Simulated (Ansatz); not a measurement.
C$_{2}$H$_{10}$BNSi (`CN(C)B[SiH3]`) at its PBE0-D4/def2-TZVP geometry, where that method's forces vanish. Charge 0, multiplicity 1.

```tsv
atom	x (Å)	y (Å)	z (Å)
C1	-1.2597	0.2954	1.6144
N2	-0.3788	0.2015	0.4682
C3	-0.0924	1.4975	-0.1073
B4	0.1135	-1.0087	0.0046
Si5	1.3410	-1.2855	-1.5699
H6	-2.2135	0.7553	1.3321
H7	-0.8106	0.9174	2.3970
H8	-1.4505	-0.6971	2.0169
H9	0.5699	1.3956	-0.9641
H10	-1.0172	1.9870	-0.4328
H11	0.3853	2.1500	0.6321
H12	-0.2292	-1.9912	0.6064
H13	1.7605	-0.0584	-2.3106
H14	2.5902	-1.9690	-1.1231
H15	0.6918	-2.1897	-2.5640
```

For each bond, give half the difference of the two atoms' forces along it (eV/Å; positive pushes the atoms apart) under PBE-D4, r2SCAN-D4, B3LYP-D4, ωB97M-V in def2-TZVPP. (Estimate.)

Ansatz gave: 
```csv
bond,length (Å),PBE-D4,r2SCAN-D4,B3LYP-D4,ωB97M-V
C1–N2,1.449,0.09,0.17,0.22,0.23
C1–H6,1.096,0.09,-0.05,-0.07,-0.10
C1–H7,1.096,0.09,-0.05,-0.08,-0.10
C1–H8,1.088,0.08,-0.07,-0.11,-0.09
N2–C3,1.447,0.08,0.17,0.23,0.23
N2–B4,1.386,0.18,0.06,-0.03,-0.06
C3–H9,1.088,0.08,-0.07,-0.13,-0.10
C3–H10,1.096,0.09,-0.05,-0.07,-0.10
C3–H11,1.096,0.09,-0.05,-0.07,-0.10
B4–Si5,2.016,-0.23,-0.07,0.05,0.07
B4–H12,1.202,0.01,-0.06,-0.14,-0.12
Si5–H13,1.493,0.10,-0.02,-0.06,-0.10
Si5–H14,1.492,0.11,-0.01,-0.07,-0.12
Si5–H15,1.492,0.11,-0.01,-0.07,-0.12
```

B3LYP here is the variant with VWN-RPA as its local correlation; programs differ in this.
